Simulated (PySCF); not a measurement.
Series CXY, Y = hydroxy, computed as singlets and as triplets. All species are isolated molecules in the gas phase. One relaxed conformer stands for each flexible species; it need not be the lowest. Strings in code marks are SMILES.

The LUMO from two functionals at the same geometries (PBE0-D3(BJ)/def2-TZVP), both in PySCF: PBE-D3(BJ)/def2-TZVP and PBE0-D3(BJ)/def2-TZVP. 

```json
[
 {"species": "X = hydroxy, multiplicity 1 (`O[C]O` (lower singlet; H–O–C–O torsion 0°, O–C–O–H torsion -180°))", "PBE-D3(BJ)/def2-TZVP (eV)": "-1.46", "PBE0-D3(BJ)/def2-TZVP (eV)": "-0.23"},
 {"species": "X = boryl, multiplicity 1 (`B[C]O` (lower singlet))", "PBE-D3(BJ)/def2-TZVP (eV)": "-2.63", "PBE0-D3(BJ)/def2-TZVP (eV)": "-1.50"},
 {"species": "X = ethynyl, multiplicity 1 (`C#C[C]O` (lower singlet))", "PBE-D3(BJ)/def2-TZVP (eV)": "-3.38", "PBE0-D3(BJ)/def2-TZVP (eV)": "-2.37"},
 {"species": "X = mercapto, multiplicity 1 (`[C](O)S` (lower singlet; H–O–C–S torsion 0°, O–C–S–H torsion 180°))", "PBE-D3(BJ)/def2-TZVP (eV)": "-2.35", "PBE0-D3(BJ)/def2-TZVP (eV)": "-1.27"},
 {"species": "X = vinyl, multiplicity 1 (`C=C[C]O` (lower singlet; C–C–C–O torsion -180°, C–C–O–H torsion 0°))", "PBE-D3(BJ)/def2-TZVP (eV)": "-3.16", "PBE0-D3(BJ)/def2-TZVP (eV)": "-2.10"},
 {"species": "X = isocyano, multiplicity 1 (`[C-]#[N+][C]O` (lower singlet))", "PBE-D3(BJ)/def2-TZVP (eV)": "-4.05", "PBE0-D3(BJ)/def2-TZVP (eV)": "-2.92"},
 {"species": "X = H, multiplicity 1 (`[CH]O` (lower singlet; H–C–O–H torsion 0°))", "PBE-D3(BJ)/def2-TZVP (eV)": "-2.80", "PBE0-D3(BJ)/def2-TZVP (eV)": "-1.51"}
]
```

Over these rows, drawn at random from the members with no instability flagged (it was tested for open shells, ions and some series alone), PBE minus PBE0-D3(BJ): mean -1.13 eV, from -1.29 eV to -1.01 eV.
